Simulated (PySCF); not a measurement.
C₄F₇, SMILES F[C]1C(F)(F)C(F)(F)C1(F)F, doublet, CAM-B3LYP/def2-SVP optimised geometry.

```
11

F      1.48    -1.55    -0.15
C      0.62    -0.59     0.00
C     -0.87    -0.59     0.00
F     -1.48    -1.11     1.07
F     -1.46    -1.08    -1.10
C     -0.78     0.97     0.00
F     -1.17     1.52     1.15
F     -1.40     1.55    -1.02
C      0.77     0.89    -0.15
F      1.21     1.32    -1.35
F      1.46     1.54     0.80
```

Density from PySCF 2.14.0 with unrestricted CAM-B3LYP/def2-TZVP at that geometry.

Minimum of the electron density along straight lines between bonded atoms, close to the bond critical point (lines longer than 1.1 times the sum of covalent radii, or with two minima, are not listed):

| bond | length / Å | ρ at the minimum / e bohr⁻³ | ∇²ρ there / e bohr⁻⁵ | position (fraction from the first atom) |
|---|---|---|---|---|
| F1–C2 | 1.300 | 0.292 | ? | 0.67 |
| C2–C3 | 1.495 | 0.274 | -0.71 | 0.50 |
| C3–F4 | 1.337 | 0.283 | -0.36 | 0.34 |
| C3–F5 | 1.341 | 0.280 | -0.37 | 0.34 |
| C3–C6 | 1.562 | 0.256 | -0.66 | 0.50 |
| C6–F7 | 1.330 | 0.286 | ? | 0.34 |
| C6–F8 | 1.328 | 0.287 | -0.28 | 0.34 |
| C2–C9 | 1.495 | 0.274 | -0.71 | 0.50 |
| C6–C9 | 1.563 | 0.256 | -0.66 | 0.50 |
| C9–F10 | 1.342 | 0.279 | -0.37 | 0.34 |
| C9–F11 | 1.337 | 0.283 | -0.36 | 0.34 |

**Question.** Some entries are withheld; supply them.

**Answer.** 
- F1–C2, ∇²ρ there / e bohr⁻⁵: 0.19
- C6–F7, ∇²ρ there / e bohr⁻⁵: -0.30
